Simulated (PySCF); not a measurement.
**Spinor energies of Ru (ruthenium, neutral)**

Start: [Kr] 4d6 5s2; 4d3/2 filled at m_j = +3/2; 4d5/2 filled at m_j = -3/2, -1/2, +1/2, +3/2, +5/2. Calculated with PySCF 2.14 in x2c-TZVPall-2c with one added diffuse shell each of s, p, d type (9s10p8d1f, 86 functions): generalised Hartree-Fock with the X2C-1e Hamiltonian and a Gaussian nucleus; one run each with spin-orbit coupling (SO) switched off, then screened by Boettger's factors. This is a chosen level, not necessarily the ground level.

```
spinor shell  electrons  ε, spin-free (eV)  ε, screened SO (eV)  weight of nominal j (screened SO)  rms radius, screened SO (bohr)
       1s1/2          2           -22238.8             -22237.3                              1.000                          0.0384
       2s1/2          2            -3280.7              -3280.2                              1.000                           0.158
       2p1/2          2            -2931.9              -3022.4                              1.000                           0.137
       2p3/2          4            -2931.9              -2889.6                              1.000                           0.142
       3s1/2          2            -615.32              -615.17                              1.000                           0.428
       3p1/2          2            -497.62              -513.55                              1.000                           0.425
       3p3/2          4            -497.62              -490.08                              1.000                           0.436
       3d3/2          4            -308.49              -311.33                              0.979                           0.417
       3d5/2          6            -308.49              -306.42                              0.986                           0.420
       4s1/2          2            -97.579              -97.518                              1.000                            1.09
       4p1/2          2            -61.868              -67.303                              0.720                            1.20
       4p3/2          4            -61.868              -59.169                              0.860                            1.21
       4d5/2          5            -14.793              -15.435                              0.562                            1.69
       4d3/2          1            -14.793              -11.508                              0.767                            1.79
       5s1/2          2             -6.900               -6.897                              0.997                            3.72
```

| quantity | spin-free | screened SO |
| --- | --- | --- |
| E (hartree) | -4527.64264 | -4528.29014 |
| M_J | 4 | 4 |
| ⟨J²⟩ | 20.035 | 20.054 |
| ⟨L²⟩ | 6.009 | 6.104 |
| ⟨S²⟩ | 6.026 | 5.987 |

Each row is a mean over spinors that exchange with the open shell spreads, by up to 8.962 eV (4p3/2).

Rows whose weight is well below 1 are mixtures of j = l ± 1/2: exchange outweighs spin-orbit coupling there, and the label is only the starting occupation.

⟨J²⟩ departs a little from M_J(M_J + 1) because the unrestricted spinors polarise the closed shells.

Breit and QED terms are absent; they matter most for the inner s and p1/2 levels.

Densities and radii are taken from the X2C orbitals without a picture-change correction, which distorts them close to the nucleus.

Without spin-orbit coupling the j labels of p, d and f shells carry no meaning; the spin-free column gives the mean over the occupied spinors of each nl shell.
